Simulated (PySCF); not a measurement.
These 3 structures share the formula C8H7FO2. Computed with PySCF 2.14.0, PBE0-D3(BJ)/def2-SVP geometry optimisation, gas phase. Energies are electronic, without zero-point or thermal terms, for one conformer each. No frequencies were run at this level. Point groups hold within 0.08 Å.

Question: Rank from lowest to highest electronic energy at this level (kcal/mol).
A. `[O:1]=[C:2]([OH:3])[CH2:4][c:5]1[cH:6][cH:7][c:8]([F:9])[cH:10][cH:11]1` with O1–C2–O3–H 0°, O1–C2–C4–C5 -5°, C2–C4–C5–C6 -90°
B. `[O:1]=[C:2]([OH:3])[CH2:4][c:5]1[cH:6][cH:7][cH:8][c:9]([F:10])[cH:11]1` with O1–C2–O3–H 1°, O1–C2–C4–C5 -80°, C2–C4–C5–C6 -124°
C. `[CH3:1][O:2][C:3](=[O:4])[c:5]1[cH:6][cH:7][c:8]([F:9])[cH:10][cH:11]1` with C1–O2–C3–O4 0°, O2–C3–C5–C6 -179°

Answer: B (0.0), A (0.6), C (6.5).

As drawn, the lowest has an O–H bond, which the highest lacks. Neighbours under 2.5 kcal/mol apart (O=C(O)Cc1cccc(F)c1 and O=C(O)Cc1ccc(F)cc1) can change places with a better method, another conformer or zero-point energy.

```json
{"SMILES": "O=C(O)Cc1cccc(F)c1", "E (Eh)": "-558.36833", "E rel (kcal/mol)": "0.0", "dipole (D)": "2.65", "point group": "C1", "A, B, C (MHz)": "1991, 702.8, 563.7"}
{"SMILES": "O=C(O)Cc1ccc(F)cc1", "E (Eh)": "-558.36740", "E rel (kcal/mol)": "0.6", "dipole (D)": "2.59", "point group": "near Cs", "A, B, C (MHz)": "3309, 526.4, 511.2"}
{"SMILES": "COC(=O)c1ccc(F)cc1", "E (Eh)": "-558.35792", "E rel (kcal/mol)": "6.5", "dipole (D)": "1.78", "point group": "near Cs", "A, B, C (MHz)": "3481, 568.3, 490.1"}
```

Question: How do the relative energies change in single points at PBE0/pcSseg-1 (no added dispersion term) on the same geometries?

Answer: 
```
            SMILES  PBE0-D3(BJ)/def2-SVP (kcal/mol)  PBE0/pcSseg-1 (kcal/mol)  shift
O=C(O)Cc1cccc(F)c1                              0.0                       0.0    0.0
O=C(O)Cc1ccc(F)cc1                              0.6                       0.4   -0.2
COC(=O)c1ccc(F)cc1                              6.5                       5.9   -0.6
```

Each column counts from its own lowest isomer. The order is unchanged; the largest shift is 0.6 kcal/mol.

Question: As an exercise, what shares would exp(−E/RT) give at 298.15 K from these electronic energies alone (no entropy, no degeneracies)?

Answer: RT = 0.592 kcal/mol: O=C(O)Cc1cccc(F)c1 72.7 %, O=C(O)Cc1ccc(F)cc1 27.3 %, COC(=O)c1ccc(F)cc1 under 0.1 %.
